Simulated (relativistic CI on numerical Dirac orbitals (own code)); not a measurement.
# One change at a time: Ba¹⁹⁺

Base calculation: Dirac-Coulomb-Breit CI, KLI orbitals optimised for each configuration, QED by a radiative potential, unscaled Slater integrals.

CI space (outside the closed core [Ar] 3d10): 4s2 4p6 4d, 4s2 4p5 4d2, 4s2 4p6 4f, 4s 4p6 4d2, 4s2 4p5 4d 4f, 4s2 4p6 5s, 4s 4p6 4d 4f, 4s2 4p6 5p, 4s2 4p6 5d, 4s2 4p5 4d 5s, 4s2 4p6 5f, 4s2 4p5 4d 5p, 4s2 4p6 6s, 4s2 4p6 5g, 4s2 4p6 6p, 4s 4p6 4d 5s, 4s 4p6 4f 5s, 4s2 4p5 4d 5d, 4s2 4p6 6d, 4p6 4d2 4f, 4p6 4d3, 4p5 4d4, 4p5 4d3 4f, 4p6 4d 4f2, 4p5 4d2 4f2, 4p6 4f3, 4p5 4d 4f3, 4p6 4f2 5s, 4s 4p6 4f2, 4s 4p5 4f3. Double excitations out of closed p, d and f shells are left out; levels of such configurations are missing from the list, as are those of other unlisted configurations, and high levels can miss mixing partners. These lack a partner that the ground configuration has and come out too high: 4s2 4p5 4d 5s, 4s2 4p5 4d 5p, 4s2 4p5 4d 5d, 4s2 4p6 5p, 4s2 4p6 5d.

Variants: (1) P86 correlation estimate; (2) configuration mixing switched off; (3) one mean potential for all configurations. Shifts of the energy above 4s2 4p6 4d 2D_3/2, in cm⁻¹, for the lowest level and the first level of each name with at least 55 % of one term (blank where a level changes its place among those of its configuration and J or its character, or is not in the variant):

```csv
Level,Base,Δ(1),Δ(2),Δ(3)
4s2 4p6 4d 2D_3/2,0,0,0,0
4s2 4p6 4d 2D_5/2,29034,0,+33,-5
4s2 4p5 4d2 4D°_1/2,698110,+1066,-12652,-128
4s2 4p5 4d2 4D°_3/2,702616,+1066,-12205,-129
4s2 4p5 4d2 4D°_5/2,715699,+1066,-11677,-130
4s2 4p5 4d2 4G°_9/2,740735,+1068,-9366,-134
4s2 4p5 4d2 4G°_11/2,749697,+1069,-8713,-134
4s2 4p5 4d2 2D°_5/2,781982,+1063,-11012,-140
4s2 4p5 4d2 2F°_7/2,783871,+1053,-7697,-167
4s2 4p5 4d2 4F°_9/2,786215,+1067,-11519,-134
4s2 4p5 4d2 2H°_11/2,788586,+1069,-8940,-133
4s2 4p5 4d2 2P°_1/2,811306,+1066,-12646,-132
4s2 4p5 4d2 2G°_9/2,818643,+1067,-10915,-134
4s2 4p6 5s 2S_1/2,1277997,+10139,-2860,+191
4s 4p6 4d2 4F_3/2,1348551,+1621,+29600,-237
4s 4p6 4d2 4F_5/2,1359881,+1620,+28505,-234
4s 4p6 4d2 4F_7/2,1376534,+1619,+27682,-231
4s 4p6 4d2 4P_1/2,1387560,+1623,+31902,-242
4s 4p6 4d2 4F_9/2,1393945,+1619,+26569,-229
4s 4p6 4d2 4P_3/2,1397996,+1622,+31124,-241
4s 4p6 4d2 4P_5/2,1401803,+1621,+29200,-239
4s 4p6 4d2 2D_3/2,1439662,+1621,+23422,-239
```

At this charge energies of transitions that change n are usually good to better than 1 %, and those within a shell (Δn = 0) to a few per cent.

Ionisation energy from the two ground configurations alone: base 520.087 eV; P86 correlation estimate 521.812 eV. The NIST ASD value (theoretical) is 520 eV.

LS names give the leading component of a level, which can be under half, so a name can repeat, a term be missing and a line seem to break the LS rules.
